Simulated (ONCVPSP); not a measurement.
# Transferability test, ONCV potential for O (Z = 8)

```json
{
  "Element": "oxygen",
  "Generator": "ONCVPSP 4.0.1",
  "Type": "optimised norm-conserving Vanderbilt (ONCV)",
  "Functional": "LDA (Perdew-Zunger)",
  "Relativity": "scalar-relativistic",
  "Frozen core": "[He]",
  "Valence charge": "6",
  "Reference configuration": "2s2 2p2.5 (charge +1.5)",
  "Partial waves": "2s: rc 0.95 bohr, ncon 4, nbas 8, qcut 8.5 1/bohr, 2 projectors, debl 2.8 Ha; 2p: rc 1.10 bohr, ncon 4, nbas 8, qcut 11.9 1/bohr, 2 projectors, debl 1.6 Ha",
  "Local potential": "polynomial inside 0.70 bohr (lpopt 5, dvloc0 2 Ha)",
  "Core correction": "none"
}
```

Energies are relative to the spin-unpolarised reference configuration 2s2 2p2.5; without spin polarisation the order of configurations can differ from experiment.

| valence configuration | charge | ΔE all-electron (eV) | error AE − PS (meV) |
| --- | --- | --- | --- |
| 2s2 2p3 | +1 | -14.508 | +6.1 |
| 2s2 2p2 | +2 | 19.201 | +8.8 |

Problem. What are ΔE and the potential's error for 2s2 2p0?

Solution. ΔE = 150.120 eV all-electron; the error (AE − PS) is +659 meV.

Problem. What are ΔE and the potential's error for 2s2 2p4?

Solution. ΔE = -31.091 eV all-electron; the error (AE − PS) is +27 meV.
